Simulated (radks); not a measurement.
Results of a calculation; reference values are marked as such.
Initial-state core-level shifts of the praseodymium ion Pr3+ when its valence configuration changes from [Xe] 4f2. Code: a radial shooting solver on a logarithmic mesh with Libxc functionals. Model: Dirac Kohn-Sham, LDA (Slater exchange, Perdew-Wang correlation), spin-unpolarised, spherical densities, finite nucleus; open shells are shared between the two j in proportion to 2j + 1; Fermi nuclear charge, rms radius 4.8919 fm. Shifts are changes of the shell-averaged eigenvalues in eV (positive: less bound); the change of the density at the nucleus, which sets a Mossbauer isomer shift, is in e/bohr^3, on a base of 4.152e+05.

valence           3s       3p       3d       4s  density at nucleus
4f1 6p1      -14.055  -14.021  -13.916  -13.006              +33.55
5d2          -20.810  -20.736  -20.465  -18.505              +57.63
6p2          -29.700  -29.625  -29.402  -27.126              +72.63
4f1 5d1       -9.815   -9.782   -9.655   -8.860              +26.84
4f1 6s1      -13.047  -13.014  -12.908  -12.005              +75.37
4f0.5 5d1.5  -15.180  -15.127  -14.930  -13.601              +41.79
4f1.5 5d0.5   -4.744   -4.728   -4.667   -4.313              +12.88
4f1.5 6p0.5   -6.810   -6.794   -6.744   -6.343              +16.03
